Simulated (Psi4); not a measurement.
Cl (SMILES [Cl-]), charge -1, singlet (a gas-phase anion, which may not be bound at this level). Base run: B3LYP/STO-3G run with Psi4.

Input for Psi4:
```
memory 2 GB

molecule mol {
-1 1
  Cl    0.000000    0.000000    0.000000
}

set basis sto-3g
set reference rks

energy('b3lyp')
print_variables()
```

The base run was repeated with changes; each row names its change, and settings that it needs were set with it.

```json
[
 {"change": "base", "ΔE vs base (mEh)": "0.000", "SCF cycles": "2", "grid points": "18724", "basis functions": "9"},
 {"change": "guess = modhuckel", "ΔE vs base (mEh)": "0.000", "SCF cycles": "2", "grid points": "18724", "basis functions": "9"},
 {"change": "level_shift = 1.0", "ΔE vs base (mEh)": "0.000", "SCF cycles": "2", "grid points": "18724", "basis functions": "9"},
 {"change": "e_convergence = 1e-8", "ΔE vs base (mEh)": "0.000", "SCF cycles": "2", "grid points": "18724", "basis functions": "9"},
 {"change": "dft_spherical_points = 110", "ΔE vs base (mEh)": "0.000", "SCF cycles": "2", "grid points": "6924", "basis functions": "9"},
 {"change": "dft_spherical_points = 590", "ΔE vs base (mEh)": "0.000", "SCF cycles": "2", "grid points": "36580", "basis functions": "9"},
 {"change": "damping_percentage = 20", "ΔE vs base (mEh)": "0.000", "SCF cycles": "2", "grid points": "18724", "basis functions": "9"},
 {"change": "d_convergence = 1e-8", "ΔE vs base (mEh)": "0.000", "SCF cycles": "2", "grid points": "18724", "basis functions": "9"},
 {"change": "soscf = true", "ΔE vs base (mEh)": "0.000", "SCF cycles": "2", "grid points": "18724", "basis functions": "9"},
 {"change": "dft_nuclear_scheme = stratmann", "ΔE vs base (mEh)": "0.000", "SCF cycles": "2", "grid points": "18724", "basis functions": "9"},
 {"change": "dft_nuclear_scheme = becke", "ΔE vs base (mEh)": "0.000", "SCF cycles": "2", "grid points": "18724", "basis functions": "9"},
 {"change": "dft_spherical_points = 434", "ΔE vs base (mEh)": "0.000", "SCF cycles": "2", "grid points": "26908", "basis functions": "9"},
 {"change": "scf_type = mem_df", "ΔE vs base (mEh)": "0.000", "SCF cycles": "2", "grid points": "18724", "basis functions": "9"}
]
```

A gas-phase anion may not be bound at this level; its values then depend on the basis.
